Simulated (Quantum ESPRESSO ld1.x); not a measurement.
Input (ld1.x (Quantum ESPRESSO 7.5)):

```
 &input
    zed=38.0,
    iswitch=1,
    rel=2,
    dft='BP',
    config='[Ar] 3d10 4s2 4p2 4f2',
    rel_dist='energy',
    verbosity='high',
    lsmall=.true.,
    prefix='ld1',
    max_out_wfc=37,
    file_charge='ld1.rho',
 /
```

Command: `OMP_NUM_THREADS=1 ld1.x < ld1.in > ld1.out`

Output (excerpt):

```
     Program LD1 v.7.5 starts

     --------------------------- All-electron run ----------------------------

     dirac relativistic calculation

     atomic number is 38.00
     dft =BP   lsd =0 sic =0 latt =0  beta=0.20 tr2=1.0E-14
     Exchange-correlation= BP
                           (   1   1   1   1   0   0   0)
     mesh =2031 r(mesh) =  99.72474 a.u. xmin = -8.00 dx = 0.00800
     1 Ry =  13.60569312 eV, c = 137.03599908

     n l j   nl                  e(Ry)          e(Ha)          e(eV)
     Spin orbit split results
     1 0 0.5 1S 1( 2.00)   -1176.136616345    -588.068308172 -16002.1538727
     2 0 0.5 2S 1( 2.00)    -163.365652060     -81.682826030  -2222.7029288
     2 1 0.5 2P 1( 2.00)    -149.124287642     -74.562143821  -2028.9392948
     2 1 1.5 2P 1( 4.00)    -144.090278602     -72.045139301  -1960.4481127
     3 0 0.5 3S 1( 2.00)     -29.182660568     -14.591330284   -397.0503242
     3 1 0.5 3P 1( 2.00)     -24.005189938     -12.002594969   -326.6072477
     3 1 1.5 3P 1( 4.00)     -23.229155886     -11.614577943   -316.0487665
     3 2 1.5 3D 1( 4.00)     -14.138852958      -7.069426479   -192.3688945
     3 2 2.5 3D 1( 6.00)     -14.002464341      -7.001232171   -190.5132328
     4 0 0.5 4S 1( 2.00)      -6.970165115      -3.485082558    -94.8339276
     4 1 0.5 4P 1( 2.00)      -5.548253320      -2.774126660    -75.4878320
     4 1 1.5 4P 1( 0.00)      -5.433619638      -2.716809819    -73.9281613
     4 3 2.5 4F 1( 2.00)      -1.620088029      -0.810044014    -22.0424205
     4 3 3.5 4F 1( 0.00)      -1.619788972      -0.809894486    -22.0383517
     Averaged results
     1 0     1S 1( 2.00)   -1176.136616345    -588.068308172 -16002.1538727
     2 0     2S 1( 2.00)    -163.365652060     -81.682826030  -2222.7029288
     2 1     2P 1( 6.00)    -145.768281616     -72.884140808  -1983.2785067
     3 0     3S 1( 2.00)     -29.182660568     -14.591330284   -397.0503242
     3 1     3P 1( 6.00)     -23.487833903     -11.743916952   -319.5682602
     3 2     3D 1(10.00)     -14.057019788      -7.028509894   -191.2554975
     4 0     4S 1( 2.00)      -6.970165115      -3.485082558    -94.8339276
     4 1     4P 1( 2.00)      -5.471830866      -2.735915433    -74.4480516
     4 3     4F 1( 2.00)      -1.619917139      -0.809958569    -22.0400955

     final scf error:  8.2E-15 reached in  23 iterations

     Etot =   -6345.268706 Ry,   -3172.634353 Ha,  -86331.778803 eV

     Ekin =    6537.073647 Ry,    3268.536823 Ha,   88941.417961 eV
     Encl =  -15160.668176 Ry,   -7580.334088 Ha, -206271.398743 eV
     Eh   =    2485.784676 Ry,    1242.892338 Ha,   33820.823468 eV
     Exc  =    -207.458853 Ry,    -103.729426 Ha,   -2822.621489 eV

     normalization and overlap integrals

     s(1S/1S) =  1.000000  <r> =   0.0392  <r2> =    0.0021  r(max) =   0.0255
     LC norm =  0.98091349 + SC norm =  0.01908651 =  1.00000000
     s(2S/2S) =  1.000000  <r> =   0.1721  <r2> =    0.0350  r(max) =   0.1446
     LC norm =  0.99616254 + SC norm =  0.00383746 =  1.00000000
     s(2P/2P) =  1.000000  <r> =   0.1474  <r2> =    0.0267  r(max) =   0.1138
     LC norm =  0.99616408 + SC norm =  0.00383592 =  1.00000000
     s(2P/2P) =  1.000000  <r> =   0.1516  <r2> =    0.0281  r(max) =   0.1175
     LC norm =  0.99626871 + SC norm =  0.00373129 =  1.00000000
     s(3S/3S) =  1.000000  <r> =   0.4908  <r2> =    0.2765  r(max) =   0.4362
     LC norm =  0.99902772 + SC norm =  0.00097228 =  1.00000000
     s(3P/3P) =  1.000000  <r> =   0.4898  <r2> =    0.2801  r(max) =   0.4259
     LC norm =  0.99907961 + SC norm =  0.00092039 =  1.00000000
     s(3P/3P) =  1.000000  <r> =   0.5001  <r2> =    0.2918  r(max) =   0.4328
     LC norm =  0.99910760 + SC norm =  0.00089240 =  1.00000000
     s(3D/3D) =  1.000000  <r> =   0.4918  <r2> =    0.2940  r(max) =   0.3747
     LC norm =  0.99922113 + SC norm =  0.00077887 =  1.00000000
     s(3D/3D) =  1.000000  <r> =   0.4954  <r2> =    0.2980  r(max) =   0.3777
     LC norm =  0.99922913 + SC norm =  0.00077087 =  1.00000000
     s(4S/4S) =  1.000000  <r> =   1.2626  <r2> =    1.7966  r(max) =   1.1485
     LC norm =  0.99978192 + SC norm =  0.00021808 =  1.00000000
     s(4P/4P) =  1.000000  <r> =   1.3724  <r2> =    2.1361  r(max) =   1.2342
     LC norm =  0.99981316 + SC norm =  0.00018684 =  1.00000000
     s(4P/4P) =  1.000000  <r> =   1.3951  <r2> =    2.2065  r(max) =   1.2541
     LC norm =  0.99981773 + SC norm =  0.00018227 =  1.00000000
     s(4F/4F) =  1.000000  <r> =   2.7289  <r2> =    8.5635  r(max) =   2.3406
     LC norm =  0.99995921 + SC norm =  0.00004079 =  1.00000000
     s(4F/4F) =  1.000000  <r> =   2.7297  <r2> =    8.5684  r(max) =   2.3406
     LC norm =  0.99995924 + SC norm =  0.00004076 =  1.00000000

     LC charge = 33.91556798 + SC charge =  0.08443202 = 34.00000000

     ------------------------ End of All-electron run ------------------------
```

Run on one thread of a shared host, so times are rough (Intel(R) Xeon(R) Processor @ 2.60GHz): 0.64 s of CPU time, 0.69 s wall, 23 iterations on 2031 mesh points.
